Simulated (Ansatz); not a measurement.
Cost and result for the atomization energy of `[SiH3][SnH2][SiH3]` (11 atoms, 10 bonds).

```xyz
11

Si    1.974    0.100    0.857
Sn   -0.065    0.921   -0.460
Si   -1.921   -0.846   -0.484
H     3.047    1.130    0.875
H     2.511   -1.139    0.234
H     1.580   -0.205    2.258
H    -0.657    2.366    0.240
H     0.398    1.290   -2.065
H    -1.417   -2.098   -1.109
H    -2.347   -1.149    0.908
H    -3.102   -0.370   -1.253
```

The species carries charge 0 and has multiplicity 1. Correlated methods include outer-core shells of Sn, which these sets cover unevenly. Sn: def2 effective core potential. The geometry is a stationary point of PBE0-D4/def2-TZVP. Program: Ansatz. All runs use 4 threads of a server CPU on a shared host. Times are those of one run each, without the atoms' runs, and a repeat can differ threefold. Electronic energies, without spin–orbit coupling; frozen cores. CCSD(T)/CBS adds CCSD(T) − MP2 in def2-TZVPP to the MP2 limit, and its time is that of the two runs behind it. T1 = 0.013. With those shells the extrapolation isn't a true limit. HSE06 is the plane-wave form, built on full-range PBE exchange.

CCSD(T)/CBS is a level of theory with its own doubt, some kJ/mol a heavy atom from the limit and from the frozen cores, so smaller differences don't rank the functionals.

```
                           level  functions  wall time
            revPBE-D4/def2-TZVPP        246      1.2 s
              BLYP-D4/def2-TZVPP        246      1.5 s
              PBE0-D4/def2-TZVPP        246        2 s
             HSE06-D4/def2-TZVPP        246      2.3 s
                CCSD(T)/def2-SVP        102      2.6 s
           r2SCANh-D4/def2-TZVPP        246      2.7 s
               B2PLYP/def2-TZVPP        246      3.3 s
             PBE-QIDH/def2-TZVPP        246      3.5 s
              ωB97X-V/def2-TZVPP        246      4.9 s
ωB97M-V/def2-TZVPP (with forces)        246        7 s
                  MP2/def2-QZVPP        462       11 s
              CCSD(T)/def2-TZVPP        246       67 s
               CCSD(T)/CBS(def2)          –       78 s
```

Task: What atomization energy does each give, and how far from CCSD(T)/CBS? (Estimate.)

Result: The calculation gave: 
```tsv
level	atomization (kcal/mol)	difference from CCSD(T)/CBS	per bond
revPBE-D4/def2-TZVPP	673.1	-28.4	-2.8
BLYP-D4/def2-TZVPP	683.4	-18.1	-1.8
PBE0-D4/def2-TZVPP	684.2	-17.3	-1.7
HSE06-D4/def2-TZVPP	684.1	-17.4	-1.7
CCSD(T)/def2-SVP	650.0	-51.5	-5.2
r2SCANh-D4/def2-TZVPP	693.2	-8.3	-0.8
B2PLYP/def2-TZVPP	683.2	-18.3	-1.8
PBE-QIDH/def2-TZVPP	684.4	-17.1	-1.7
ωB97X-V/def2-TZVPP	705.3	3.8	0.4
ωB97M-V/def2-TZVPP (with forces)	695.4	-6.1	-0.6
MP2/def2-QZVPP	676.6	-24.9	-2.5
CCSD(T)/def2-TZVPP	683.8	-17.7	-1.8
CCSD(T)/CBS(def2)	701.5	0.0	0.0
```

In def2-TZVPP, CCSD(T) changes the Hartree–Fock value by +156.9 kcal/mol (the triples alone add +5.4 kcal/mol) and MP2 by +139.2 kcal/mol; breaking electron pairs costs correlation energy, which Hartree–Fock lacks. Leaving LDA and LC-ωPBE aside and taking each functional with its dispersion term where it has one, the values spread over 32.2 kcal/mol, from revPBE-D4 to ωB97X-V. LDA lies +88.1 kcal/mol from PBE without D4, its usual overbinding. From BLYP to BHLYP (50 % exact exchange), in def2-TZVPP and without D4, the atomization energy moves by +12.4 kcal/mol.

Spin–orbit coupling would lower the free Sn atoms strongly, and the atomization energy with them, by more than many differences here. For some Ge, Se and Sn compounds the MP2-based and the directly extrapolated limit differ by 10 to 25 kJ/mol.
